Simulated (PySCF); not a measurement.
CH₄S₂Se, SMILES CS[Se]S.

Coordinates come from a PBE-D3(BJ)/def2-SVP optimisation. This is a generated structure with no PubChem entry under its InChIKey; it may be hypothetical. One conformer was computed; it need not be the lowest.

These are PBE-D3(BJ)/def2-SVP run with PySCF values and carry that method's errors.

Frequencies are harmonic and unscaled.

| mode | ν (cm⁻¹) | IR (km/mol) | Raman (Å⁴/amu) | depolarisation | moving atoms (share of kinetic energy) |
|---|---|---|---|---|---|
| 1 | 70 | 1.8 | 6.0 | 0.64 | C 37 %, S 33 %, H 20 %, Se 10 % |
| 2 | 138 | 0.4 | 5.0 | 0.58 | H 57 %, S 34 % |
| 3 | 171 | 2.2 | 4.4 | 0.41 | H 47 %, S 40 % |
| 4 | 208 | 2.0 | 2.5 | 0.58 | C 34 %, H 27 %, S 20 %, Se 19 % |
| 5 | 318 | 29.6 | 9.8 | 0.75 | H 76 %, S 14 %, Se 8 % |
| 6 | 341 | 17.0 | 9.8 | 0.42 | S 58 %, Se 28 %, H 14 % |
| 7 | 383 | 0.8 | 18.5 | 0.12 | S 74 %, Se 23 % |
| 8 | 680 | 2.2 | 7.2 | 0.29 | C 57 %, S 30 %, H 12 % |
| 9 | 758 | 2.1 | 27.1 | 0.55 | H 97 % |
| 10 | 922 | 6.2 | 6.5 | 0.75 | H 78 %, C 18 % |
| 11 | 925 | 3.4 | 4.2 | 0.69 | H 82 %, C 16 % |
| 12 | 1266 | 4.6 | 6.9 | 0.46 | H 86 %, C 14 % |
| 13 | 1380 | 11.6 | 21.3 | 0.74 | H 96 % |
| 14 | 1398 | 11.2 | 13.5 | 0.72 | H 95 % |
| 15 | 2574 | 1.6 | 193.1 | 0.29 | H 97 % |
| 16 | 2973 | 13.2 | 206.6 | 0.06 | H 98 % |
| 17 | 3084 | 1.0 | 112.0 | 0.67 | H 90 %, C 10 % |
| 18 | 3098 | 2.4 | 62.2 | 0.74 | H 90 %, C 10 % |
